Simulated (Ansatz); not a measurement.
# CH6Sn2: where a starting geometry ends

The starting geometry of this gas-phase singlet was optimised with GFN2-xTB.

```xyz
9

C    -0.9133    2.4679    0.2632
Sn    0.0013    0.5561    0.9296
Sn    2.4799   -0.2892   -0.1543
H    -0.2355    2.9903   -0.4124
H    -1.1372    3.1328    1.0953
H    -1.8446    2.2927   -0.2730
H    -1.3523    0.0276    2.0211
H     2.0488   -1.9445    0.3283
H     1.3822   -0.4935   -1.5595
```

**Question.** Predict what it relaxes into with r2SCAN-D4/def2-SVP.

**Answer.** A new bond forms, giving a structure with H9 bridging Sn2 and Sn3, given below by its coordinates. Distances that change by over a tenth: Sn3–H9 (1.79 → 2.02 Å). Contacts that close: Sn2–H9 (3.03 → 1.97 Å).

The energy falls by 0.47 eV over 22 steps:

```
step  E − E(last) (eV)
   1             0.471
   3             0.359
   6             0.316
   8             0.252
  10             0.071
  13             0.002
  15             0.001
  17             0.000
  20             0.000
  22             0.000
```

Final geometry (Å):

```yaml
atoms:
  - { symbol: C, position_ang: [-0.8103, 2.4691, 0.1842] }
  - { symbol: Sn, position_ang: [0.2047, 0.6734, 0.8813] }
  - { symbol: Sn, position_ang: [2.5003, -0.3446, -0.2994] }
  - { symbol: H, position_ang: [-0.1437, 3.0651, -0.4546] }
  - { symbol: H, position_ang: [-1.1080, 3.0743, 1.0542] }
  - { symbol: H, position_ang: [-1.7146, 2.1911, -0.3772] }
  - { symbol: H, position_ang: [-1.0733, -0.3000, 1.5496] }
  - { symbol: H, position_ang: [2.0230, -1.8481, 0.5288] }
  - { symbol: H, position_ang: [0.5514, -0.2402, -0.8285] }
```

Frequencies at the end are all real (lowest 78 cm⁻¹). Atoms past krypton carry core potentials, without spin–orbit terms. Run with Ansatz 0.2.0, 100 s on 1 thread of Arm Neoverse V1, with other jobs on the host.
